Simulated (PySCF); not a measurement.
**PBE on Ag⁺ (silver, charge +1)**

Configuration: [Kr] 4d9 5p1, one real determinant (an excited configuration). Calculation: PySCF 2.14, in x2c-TZVPPall with one added diffuse shell each of s, p, d, f type (9s7p7d3f1g, 95 functions); scalar relativity by spin-free X2C-1e.

| Property | Result |
| --- | --- |
| Total energy | -5314.32 hartree |
| One-electron energy | -7304.27 hartree |
| Hartree (Coulomb) energy | 2139.75 hartree |
| Exchange-correlation energy | -149.79 hartree |
| ⟨S²⟩ | 2.0004 |
| ⟨L²⟩ | 8.015 |
| Sum of ⟨r⟩ | 30.55 bohr |
| Sum of ⟨r²⟩ | 44.09 bohr² |
| Traceless quadrupole moment −½Σ⟨3z² − r²⟩ along its main axis | -5.07 e·bohr² |
| Langevin diamagnetic susceptibility | -34.9 ×10⁻⁶ cm³/mol |

```tsv
shell	electrons	mean orbital energy (hartree)	spread (hartree)	rms radius, mean of both spins (bohr)
1s α	1	-929.83296	0	0.0357
1s β	1	-929.83240	0	0.0357
2s α	1	-137.40051	0	0.146
2s β	1	-137.39363	0	0.146
2p α	3	-123.36807	0.01230	0.130
2p β	3	-123.36256	0.00620	0.130
3s α	1	-25.62386	0	0.394
3s β	1	-25.61984	0	0.394
3p α	3	-21.00947	0.02228	0.396
3p β	3	-21.00487	0.01719	0.396
3d α	5	-13.70157	0.02723	0.377
3d β	5	-13.69485	0.01418	0.377
4s α	1	-4.02227	0	0.969
4s β	1	-3.99135	0	0.969
4p α	3	-2.68165	0.04504	1.07
4p β	3	-2.64962	0.00720	1.07
4d α	5	-0.77224	0.05141	1.46
4d β	4	-0.74250	0.01045	1.46
5p α	1	-0.32120	0	3.68
```

⟨L²⟩ = 8.02 against 12 for a pure F term, so this real determinant mixes terms.

Densities and radii are taken from the X2C orbitals without a picture-change correction, which distorts them close to the nucleus.
